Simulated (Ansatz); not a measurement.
Cr(NH)2Cl2 (CrN₂Cl₂H₂). Total charge 0; singlet. Geometry PBE0-D4/def2-SVP.

```csv
atom,x (Å),y (Å),z (Å)
Cr1,-0.3554,0.0083,-0.3130
N2,-0.4590,-0.4543,1.1868
H3,-0.0080,-0.6149,2.0913
N4,1.1314,0.4383,-0.5943
H5,2.0902,0.5623,-0.2589
Cl6,-1.5968,1.7410,-0.5542
Cl7,-0.8024,-1.6807,-1.5576
```

The 6-31G sets use Cartesian d functions. B3LYP takes the VWN-RPA correlation. The restricted singlet is unstable towards broken spin symmetry in Hartree–Fock (as tested in another run); at HF/6-31G this wasn't settled. The restricted singlet is unstable towards broken spin symmetry at other levels; at r2SCAN-D4/def2-TZVPD, B3LYP-D4/6-31G, PBE0-D4/def2-TZVPD, BHLYP-D4/def2-TZVP this wasn't settled. The geometry of the singlet was relaxed on an unsound state (restricted singlet, unstable towards broken spin symmetry at other levels and untested here).

Q: Estimate the orbital energies around the gap (eV) in Ansatz with HF/6-31G, r2SCAN-D4/def2-TZVPD, B3LYP-D4/6-31G, PBE0-D4/def2-TZVPD, BHLYP-D4/def2-TZVP.

A: 
```json
{"orbital": "HOMO−5", "HF/6-31G": "-13.85", "r2SCAN-D4/def2-TZVPD": "-8.99", "B3LYP-D4/6-31G": "-9.82", "PBE0-D4/def2-TZVPD": "-10.12", "BHLYP-D4/def2-TZVP": "-11.50"}
{"orbital": "HOMO−4", "HF/6-31G": "-12.88", "r2SCAN-D4/def2-TZVPD": "-8.95", "B3LYP-D4/6-31G": "-9.71", "PBE0-D4/def2-TZVPD": "-10.02", "BHLYP-D4/def2-TZVP": "-11.15"}
{"orbital": "HOMO−3", "HF/6-31G": "-12.84", "r2SCAN-D4/def2-TZVPD": "-8.54", "B3LYP-D4/6-31G": "-9.32", "PBE0-D4/def2-TZVPD": "-9.58", "BHLYP-D4/def2-TZVP": "-10.77"}
{"orbital": "HOMO−2", "HF/6-31G": "-11.94", "r2SCAN-D4/def2-TZVPD": "-7.64", "B3LYP-D4/6-31G": "-8.30", "PBE0-D4/def2-TZVPD": "-8.58", "BHLYP-D4/def2-TZVP": "-9.67"}
{"orbital": "HOMO−1", "HF/6-31G": "-11.59", "r2SCAN-D4/def2-TZVPD": "-7.51", "B3LYP-D4/6-31G": "-8.22", "PBE0-D4/def2-TZVPD": "-8.53", "BHLYP-D4/def2-TZVP": "-9.67"}
{"orbital": "HOMO", "HF/6-31G": "-11.37", "r2SCAN-D4/def2-TZVPD": "-7.41", "B3LYP-D4/6-31G": "-8.14", "PBE0-D4/def2-TZVPD": "-8.46", "BHLYP-D4/def2-TZVP": "-9.64"}
{"orbital": "LUMO", "HF/6-31G": "-0.34", "r2SCAN-D4/def2-TZVPD": "-4.53", "B3LYP-D4/6-31G": "-3.95", "PBE0-D4/def2-TZVPD": "-3.70", "BHLYP-D4/def2-TZVP": "-2.61"}
{"orbital": "LUMO+1", "HF/6-31G": "-0.06", "r2SCAN-D4/def2-TZVPD": "-3.89", "B3LYP-D4/6-31G": "-3.24", "PBE0-D4/def2-TZVPD": "-3.07", "BHLYP-D4/def2-TZVP": "-2.19"}
{"orbital": "LUMO+2", "HF/6-31G": "0.82", "r2SCAN-D4/def2-TZVPD": "-3.69", "B3LYP-D4/6-31G": "-3.12", "PBE0-D4/def2-TZVPD": "-2.86", "BHLYP-D4/def2-TZVP": "-1.91"}
{"orbital": "LUMO+3", "HF/6-31G": "1.34", "r2SCAN-D4/def2-TZVPD": "-3.65", "B3LYP-D4/6-31G": "-3.10", "PBE0-D4/def2-TZVPD": "-2.84", "BHLYP-D4/def2-TZVP": "-1.74"}
{"orbital": "LUMO+4", "HF/6-31G": "1.98", "r2SCAN-D4/def2-TZVPD": "-1.97", "B3LYP-D4/6-31G": "-1.47", "PBE0-D4/def2-TZVPD": "-1.28", "BHLYP-D4/def2-TZVP": "-0.36"}
{"orbital": "LUMO+5", "HF/6-31G": "2.08", "r2SCAN-D4/def2-TZVPD": "-0.09", "B3LYP-D4/6-31G": "0.00", "PBE0-D4/def2-TZVPD": "-0.24", "BHLYP-D4/def2-TZVP": "0.68"}
```
